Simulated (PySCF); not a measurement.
A side-by-side comparison of computed properties.

First species: Au(NH3)Cl (singlet state).
SMILES: `[NH3]->[Au][Cl]`

Second species: C6H5NS.
Atom-mapped SMILES: `[cH:1]1[cH:2][c:3]2[s:4][cH:5][cH:6][c:7]2[nH:8]1` (hydrogens: H9 on C1; H10 on C2; H11 on C5; H12 on C6; H13 on N8)

Levels: CAM-B3LYP/def2-SVPD for dipole moment, HOMO energy, LUMO energy, HOMO–LUMO gap and static isotropic polarisability; TDDFT CAM-B3LYP/def2-SVPD for lowest singlet excitation; TDA CAM-B3LYP/def2-SVPD for lowest triplet excitation (Tamm–Dancoff); PBE0-D3(BJ)/def2-SVP for rotational constant A and rotational constant C. Geometries: PBE0-D3(BJ)/def2-SVP. Each structure is a single optimised conformer of the isolated species (atoms past krypton carry core potentials, spin–orbit coupling is left out). Electronic properties by PySCF.

Values for the first species:

| Property | Result |
| --- | --- |
| Dipole moment | 9.16 D |
| HOMO energy | -8.34 eV |
| LUMO energy | -0.26 eV |
| HOMO–LUMO gap | 8.08 eV |
| Lowest singlet excitation | 5.21 eV |
| Lowest triplet excitation (Tamm–Dancoff) | 4.84 eV |
| Static isotropic polarisability | 57.2 au |
| Rotational constant A | 185.361 GHz |
| Rotational constant C | 2.004 GHz |

Q: Estimate the same properties for the second species, and the change in each.

A: 
```
                                property        first     second  second less first
                           dipole moment       9.16 D     2.63 D            -6.53 D
                             HOMO energy     -8.34 eV   -7.03 eV           +1.31 eV
                             LUMO energy     -0.26 eV    0.81 eV           +1.07 eV
                           HOMO–LUMO gap      8.08 eV    7.84 eV           -0.24 eV
               lowest singlet excitation      5.21 eV    5.18 eV           -0.03 eV
lowest triplet excitation (Tamm–Dancoff)      4.84 eV    3.44 eV           -1.40 eV
         static isotropic polarisability      57.2 au    92.2 au           +35.0 au
                   rotational constant A  185.361 GHz  4.002 GHz       -181.359 GHz
                   rotational constant C    2.004 GHz  1.210 GHz         -0.794 GHz
```

On the first: The vertical singlet–triplet gap S1 − T1 is 0.37 eV (TDDFT singlet less Tamm–Dancoff triplet). The polarisability is 8.47 Å³ as a volume (1 au = 0.148185 Å³). Atoms past krypton carry effective core potentials; spin–orbit coupling is left out.

On the second: The vertical singlet–triplet gap S1 − T1 is 1.74 eV (TDDFT singlet less Tamm–Dancoff triplet; S1: HOMO→LUMO, weight 0.94; T1: HOMO→LUMO, weight 0.90). In wavenumbers S1 is 41800 cm⁻¹ (1 eV = 8065.54 cm⁻¹).
